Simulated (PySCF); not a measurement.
# Energy and ionisation energy along a bond of AlCl2

Calculated results; nothing here was measured. They come from PySCF 2.14.0, an open-source quantum chemistry program, on an isolated molecule that a program drew, which may never have been made. The molecule is AlCl2 (charge 0, doublet), drawn as the SMILES string `[Cl][Al][Cl]`.

The structure below is the HF double-zeta minimum with every atom moved a little at random, so it isn't optimised. Bond Cl1-Al2 is then set to each length in the table by shifting atoms 2, 3 along it, with nothing else relaxed.
```xyz
3
AlCl2, angstrom
Cl    0.6827   -0.4293   -1.5700
Al   -0.6455    0.8256   -0.4864
Cl   -2.3746    1.5864   -1.4401
```

E is the energy above the same method's energy at the HF double-zeta minimum. IE is the energy to remove one electron at fixed geometry, to the singlet state of charge +1, as a difference of total energies. The basis family is cc-pV(n+d)Z, with UHF for radicals and no spin-orbit coupling. Best is HF at quadruple zeta, plus MP2 correlation extrapolated from triple and quadruple zeta, plus CCSD(T) minus MP2 at triple zeta, with a frozen core. The other columns are at triple zeta.

| bond (Å) | E B3LYP (kcal/mol) | E HF (kcal/mol) | E CCSD(T) (kcal/mol) | E best (kcal/mol) | IE B3LYP (eV) | IE HF (eV) | IE CCSD(T) (eV) | IE best (eV) | T1 |
|---|---|---|---|---|---|---|---|---|---|
| 2.0094 | 2.14 | 1.75 | 1.97 | 1.64 | 8.692 | 8.516 | 8.544 | 8.627 | 0.012 |
| 2.0514 | 0.71 | 0.47 | 0.59 | 0.42 | 8.761 | 8.596 | 8.612 | 8.696 | 0.012 |
| 2.0914 | 0.07 | 0.02 | 0.03 | -0.01 | 8.826 | 8.671 | 8.675 | 8.761 | 0.012 |
| 2.1244 | -0.02 | 0.11 | 0.03 | 0.10 | 8.879 | 8.733 | 8.726 | 8.814 | 0.012 |
| 2.2664 | ? | ? | ? | ? | ? | ? | ? | ? | ? |
| 2.3274 | 5.33 | 7.06 | 6.34 | 6.84 | 9.181 | 9.087 | 9.012 | 9.109 | 0.013 |

T1 is the CCSD diagnostic of the starting molecule.

**Estimate the best E and IE at 2.2664 Å from the other rows.**

A least-squares cubic in the inverse of the bond length through the other values of E best gives 3.99 kcal/mol there. A least-squares quadratic in the bond length through IE best gives 9.025 eV. The calculation gives 4.00 kcal/mol and 9.026 eV, so the fits miss by 0.01 kcal/mol and 0.001 eV. The same recipe one zeta lower moves these two values by 0.59 kcal/mol and 0.07 eV, a gauge of their own error. The rest of the row: E is 2.93 (B3LYP), 4.10 (HF), 3.59 (CCSD(T)); IE is 9.095 (B3LYP), 8.985 (HF), 8.932 (CCSD(T)); T1 is 0.013.
